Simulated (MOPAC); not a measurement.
Job for MOPAC: AM1 on GaMo, 2S+1 = 6, a spin state set in the input, which need not be the lowest, a point of a bond scan (R = 2.609 Å).

```
AM1 1SCF PRECISE CHARGE=0 UHF MS=2.5 THREADS=1
GaMo

Mo     0.00000000 1     0.00000000 1     0.00000000 1
Ga     0.00000000 1     0.00000000 1     2.60891000 1
```

Output:

```
*******************************************************************************
 **                                                                           **
 **                              MOPAC v23.2.5                                **
 **                                                                           **
 *******************************************************************************
 ** MOPAC's Digital Object Identifier: https://doi.org/10.5281/zenodo.6511958 **
 **                                                                           **
 ** Please cite the open-source release paper for use of this MOPAC version:  **
 ** J. E. Moussa and J. J. P. Stewart (2026)                                  **
 ** MOPAC: An open-source semiempirical molecular orbital program             **
 ** J. Open Source Softw., 11(119), 8025, https://doi.org/10.21105/joss.08025 **
 *******************************************************************************

                              AM1 CALCULATION RESULTS

 *******************************************************************************
 *  AM1        - The AM1 Hamiltonian to be used
 *  UHF        - UNRESTRICTED HARTREE-FOCK CALCULATION
 *
 *
 *
 *                 CHARGE ON SYSTEM = 0
 *
 *
 *
 *  MS=        - IN MECI, MAGNETIC COMPONENT OF SPIN =  2.5
 *  PRECISE    - TIGHTER CRITERIA TO BE USED
 *  1SCF       - DO 1 SCF AND THEN STOP
 *  THREADS=1  - MULTI-THREADING NOT USED
 *  T=         - A TIME OF 172800.0 SECONDS REQUESTED
 *  DUMP=N     - RESTART FILE WRITTEN EVERY 7200.0 SECONDS REQUESTED
 *******************************************************************************
AM1 1SCF PRECISE CHARGE=0 UHF MS=2.5 THREADS=1
 GaMo

   ATOM   CHEMICAL          X               Y               Z
  NUMBER   SYMBOL      (ANGSTROMS)     (ANGSTROMS)     (ANGSTROMS)

     1      Mo          0.00000000  *   0.00000000  *   0.00000000  *
     2      Ga          0.00000000  *   0.00000000  *   2.60891000  *



          CARTESIAN COORDINATES

    NO.       ATOM           X           Y           Z

     1        Mo          0.0000      0.0000      0.0000
     2        Ga          0.0000      0.0000      2.6089

 Ga: (AM1): J. J. P. STEWART, J. MOL. MOD., 10, 155-164 (2004)
 Mo: (AM1): A.A. Voityuk, N. Roesch J. Phys. Chem. A 104, 4089 (2000).

           Empirical Formula: Mo Ga  =     2 atoms



      MOLECULAR POINT GROUP   :   C*v


          UHF CALCULATION, NO. OF ALPHA ELECTRONS =    7
                           NO. OF BETA  ELECTRONS =    2

 -------------------------------------------------------------------------------
 AM1 1SCF PRECISE CHARGE=0 UHF MS=2.5 THREADS=1
 GaMo



     1SCF WAS SPECIFIED, SO BFGS WAS NOT USED
     SCF FIELD WAS ACHIEVED


                              AM1 CALCULATION
                                                       MOPAC v23.2.5 Linux




          FINAL HEAT OF FORMATION =       2056.48411 KCAL/MOL =    8604.32950 KJ/MOL


          COSMO AREA              =        110.22 SQUARE ANGSTROMS
          COSMO VOLUME            =        100.95 CUBIC ANGSTROMS

          IONIZATION POTENTIAL    =          8.868476 EV
          ALPHA SOMO LUMO (EV)    =         -8.868  0.207
          BETA  SOMO LUMO (EV)    =        -10.560 -0.027
          NO. OF ALPHA ELECTRONS  =          7
          NO. OF BETA  ELECTRONS  =          2
          MOLECULAR WEIGHT        =        165.6750         POINT GROUP:  C*v

          MOLECULAR DIMENSIONS (Angstroms)

            Atom       Atom       Distance
           Ga     2   Mo     1     2.60891
           Ga     2   Mo     1     0.00000
           Mo     1   Ga     2     0.00000


          SCF CALCULATIONS        =          1





   ATOM   CHEMICAL          X               Y               Z
  NUMBER   SYMBOL      (ANGSTROMS)     (ANGSTROMS)     (ANGSTROMS)

     1      Mo          0.00000000  *   0.00000000  *   0.00000000  *
     2      Ga          0.00000000  *   0.00000000  *   2.60891000  *

                             CARTESIAN COORDINATES

   1   Mo        0.000000000     0.000000000     0.000000000
   2   Ga        0.000000000     0.000000000     2.608910000


           Empirical Formula: Mo Ga  =     2 atoms



      MOLECULAR POINT GROUP   :   C*v


          ALPHA EIGENVALUES
 -11.25453 -11.14661  -9.64454  -9.63814  -9.53009  -9.23830  -8.86848   0.20750
   0.49622   3.90520  15.56935  15.58307  16.06010


           BETA EIGENVALUES
 -10.83096 -10.56041  -0.02724   0.95128   3.59622   3.91134   4.02520   4.04621
   4.04640   4.14325  17.68969  17.90497  17.96241


              NET ATOMIC CHARGES AND DIPOLE CONTRIBUTIONS

  ATOM NO.   TYPE          CHARGE      No. of ELECS.   s-Pop       p-Pop       d-Pop
    1         Mo           0.299748        5.7003     0.75574     0.02725     4.91726
    2         Ga          -0.299748        3.2997     0.01305     3.28669
 DIPOLE           X         Y         Z       TOTAL
 POINT-CHG.     0.000     0.000    -3.756     3.756
 HYBRID         0.000     0.000    -0.743     0.743
 SUM            0.000     0.000    -4.499     4.499


          ATOMIC ORBITAL ELECTRON POPULATIONS

     Atom    s        px        py        pz      x^2-y^2     xz        z^2       yz        xy
    1 Mo   0.75574   0.01182   0.00003   0.01540   0.99999   1.01040   0.94516   0.96171   1.00000
    2 Ga   0.01305   1.97777   0.03825   1.27066


                    (SZ)    =    2.500000
                    (S**2)  =    8.763115


          ATOMIC ORBITAL SPIN POPULATIONS

    Atom   Total    s     px     py     pz   x^2-y^2  xz     z^2    yz     xy
         Atomic
    1 Mo  5.0576  0.191  0.002  0.000 -0.000  1.000  0.989  0.914  0.962  1.000
    2 Ga -0.0576  0.000  0.010  0.038 -0.106

 **********************
 *                    *
 * JOB ENDED NORMALLY *
 *                    *
 **********************




 == MOPAC DONE ==
```

The run finished.

Cost: around 0.03 core-seconds (rough).
